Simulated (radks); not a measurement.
Coulomb parameter of the 5d shell of the hafnium ion Hf+ in the model configuration [Xe] 4f14 5d2 6s1, as a second difference U = [E(n + 1) + E(n - 1) - 2 E(n)] / (1)^2 with all orbitals relaxed. "Bare": the charge of the atom changes with n. "Screened": the 6s shell takes up the change at fixed total charge, which measures U(5d,5d) + U(6s,6s) - 2 U(5d,6s). Calculated with a radial shooting solver on a logarithmic mesh with Libxc functionals: scalar-relativistic Kohn-Sham, SCAN, spin-unpolarised, spherical densities, finite nucleus; meta-GGA in the generalised Kohn-Sham scheme; Fermi nuclear charge, rms radius 5.347 fm.

| case | configuration | E - E(n) (eV) |
|---|---|---|
| start | [Xe] 4f14 5d2 6s1 | 0.000 |
| bare +1 | [Xe] 4f14 5d3 6s1 | -5.309 |
| bare -1 | [Xe] 4f14 5d1 6s1 | 13.656 |
| screened +1 | [Xe] 4f14 5d3 | 2.065 |
| screened -1 | [Xe] 4f14 5d1 6s2 | -1.779 |

U(bare) = 8.347 eV, U(screened by 6s) = 0.286 eV, against the Slater integral F0(5d,5d) = 10.958 eV with frozen orbitals.
